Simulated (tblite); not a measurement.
Species: C2H10O2SSi2.
Atom-mapped SMILES: `[CH3:1][O:2][SiH2:3][Si@H:4]([OH:5])[S:6][CH3:7]` (hydrogens: H8, H9, H10 on C1; H11, H12 on Si3; H13 on Si4; H14 on O5; H15, H16, H17 on C7)

Computed with GFN2-xTB (tblite), gas phase: L-BFGS steps from a force-field or distance-geometry start until the largest atomic force falls under 0.01 eV/Å.

Step 0: E = -661.7842 eV
```
atom  x, y, z in Å  |  force x, y, z in eV/Å
C1      1.6481    2.2777   -0.9468   -0.643   0.380   0.434
O2      0.8862    1.2957   -0.2662    0.790  -0.847  -0.463
Si3     1.3327   -0.3126   -0.4584   -0.522   0.227  -0.048
Si4    -0.1351   -1.7098    0.6865    0.625  -0.101   0.437
O5      0.1748   -3.3265    0.4155   -0.793   0.964  -0.225
S6     -2.1837   -1.4593    0.0816   -0.331  -0.061  -0.014
C7     -2.5732    0.2218    0.6247   -0.292   0.418   0.553
H8      1.2272    3.2647   -0.6895    0.073  -0.328  -0.017
H9      2.6953    2.2694   -0.6337   -0.111  -0.167  -0.122
H10     1.5597    2.1499   -2.0272    0.167  -0.086   0.067
H11     1.2958   -0.6110   -1.9203    0.158   0.142   0.248
H12     2.7189   -0.4797    0.0159   -0.082   0.060  -0.112
H13    -0.0703   -1.4729    2.1671   -0.168  -0.269  -0.474
H14    -0.5695   -3.8144    0.0275    0.607   0.189   0.296
H15    -3.6310    0.4309    0.4212    0.312  -0.281  -0.030
H16    -1.9738    0.9567    0.1038    0.208  -0.048  -0.139
H17    -2.4091    0.3314    1.7075    0.003  -0.192  -0.393
```

Step 1: E = -661.8585 eV
```
atom  x, y, z in Å  |  force x, y, z in eV/Å
C1      1.6389    2.2832   -0.9406   -0.144  -0.078   0.090
O2      0.8975    1.2836   -0.2728    0.481  -0.464  -0.282
Si3     1.3253   -0.3094   -0.4591   -0.249  -0.066  -0.048
Si4    -0.1261   -1.7112    0.6928    0.269   0.193   0.228
O5      0.1635   -3.3127    0.4123   -0.232   0.846  -0.043
S6     -2.1884   -1.4602    0.0814   -0.164   0.044   0.091
C7     -2.5774    0.2277    0.6326   -0.005   0.231   0.063
H8      1.2282    3.2600   -0.6898   -0.130  -0.027   0.117
H9      2.6938    2.2671   -0.6355   -0.222  -0.109  -0.125
H10     1.5620    2.1487   -2.0262    0.133  -0.024   0.178
H11     1.2981   -0.6090   -1.9167    0.142   0.108   0.185
H12     2.7177   -0.4788    0.0143   -0.146   0.047  -0.131
H13    -0.0727   -1.4767    2.1603   -0.145  -0.242  -0.288
H14    -0.5609   -3.8117    0.0318    0.182  -0.036   0.083
H15    -3.6265    0.4269    0.4208    0.075  -0.186  -0.040
H16    -1.9708    0.9560    0.1018    0.115  -0.108  -0.050
H17    -2.4091    0.3287    1.7019    0.040  -0.129  -0.026
```

Task: Estimate the geometry and energy of step 2. (The exact step hangs on the optimiser's Hessian estimate; all steps are aligned on step 1, rigid shifts and turns removed.)

Result: E = -661.9039 eV, largest force 0.626 eV/Å
```
atom  x, y, z in Å  |  force x, y, z in eV/Å
C1      1.6319    2.2830   -0.9361    0.113  -0.191  -0.088
O2      0.9141    1.2671   -0.2825    0.076  -0.011  -0.044
Si3     1.3161   -0.3100   -0.4606    0.072  -0.376  -0.042
Si4    -0.1160   -1.7066    0.7010   -0.174   0.599  -0.047
O5      0.1534   -3.2856    0.4101    0.012   0.237  -0.104
S6     -2.1944   -1.4594    0.0837    0.028   0.114   0.171
C7     -2.5789    0.2359    0.6370    0.130  -0.044  -0.176
H8      1.2252    3.2577   -0.6868   -0.218   0.019   0.177
H9      2.6873    2.2633   -0.6394   -0.136  -0.052  -0.069
H10     1.5664    2.1476   -2.0212    0.077   0.012   0.104
H11     1.3026   -0.6054   -1.9106    0.119   0.039   0.050
H12     2.7134   -0.4773    0.0103   -0.163   0.006  -0.133
H13    -0.0774   -1.4845    2.1504   -0.115  -0.174   0.030
H14    -0.5531   -3.8118    0.0354    0.124   0.005   0.068
H15    -3.6230    0.4206    0.4196   -0.101  -0.072  -0.049
H16    -1.9667    0.9529    0.0998    0.099  -0.054  -0.036
H17    -2.4080    0.3243    1.6993    0.059  -0.057   0.188
```

The energy changes by -0.0454 eV. The first-order estimate −F·Δx gives -0.0747 eV and the mean of the old and new forces, exact on a quadratic surface, -0.0451 eV. The step makes an angle of 8° with the force vector and moves no atom by more than 0.029 Å.

The cost below is that of the whole relaxation. Hardware: one thread of an Intel Xeon at 2.50 GHz, no GPU, shared host with 64 logical CPUs at a one-minute load of 64. Cost: 3.0 s wall, 2.6 s CPU.
